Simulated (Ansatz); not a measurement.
Geometry optimisation, RKS B3LYP-D4/def2-SVP in Ansatz 0.2.0.

Input file:

```yaml
crystal:
  periodic: [false, false, false]
  atoms:
    - { symbol: B, position_ang: [-0.000153, 0.282846, 0.086315] }
    - { symbol: Cl, position_ang: [-0.009661, 0.632355, 1.872083] }
    - { symbol: Cl, position_ang: [1.520502, 0.209157, -0.762987] }
    - { symbol: Cl, position_ang: [-1.515126, 0.140081, -0.764909] }
    - { symbol: H, position_ang: [0.072066, -2.0728, 0.535518] }
    - { symbol: H, position_ang: [0.050172, -1.862239, 1.22028] }
basis:
  gaussian: { orbitals: def2-SVP }
hamiltonian:
  xc: b3lyp
  dispersion: d4
relax:
  f_tol: 0.03
  max_steps: 50
```

Command:

```bash
$ ansatz run input.yaml --threads 2 --pin off --max-ram 3072MiB --backend cpu --events-out ev --progress --plain --runs-dir out
```

Q: Where does it end, and by what steps?

A: The run converged. After 5 steps the energy has fallen by 0.230 eV; H5 moved furthest, 0.54 Å.

| step | energy less start (eV) | largest force component (eV/Å) | accepted |
| --- | --- | --- | --- |
| 0 | 0.0000 | 1.584 | yes |
| 1 | -0.1430 | 0.853 | yes |
| 2 | -0.1641 | 0.776 | yes |
| 3 | -0.2254 | 0.238 | yes |
| 4 | -0.2281 | 0.177 | yes |
| 5 | -0.2297 | 0.017 | yes |

```xyz
6
Properties=species:S:1:pos:R:3
B -0.007 0.564 0.061
Cl -0.017 0.946 1.771
Cl 1.513 0.409 -0.791
Cl -1.517 0.337 -0.793
H 0.085 -2.605 0.617
H 0.062 -2.322 1.322
```

Whether the end is a true minimum wasn't checked by a vibrational analysis.

Run time: 14 s on 2 threads of Intel(R) Xeon(R) Platinum 8375C CPU @ 2.90GHz (Ice Lake) (shared host), peak memory 0.18 GiB.
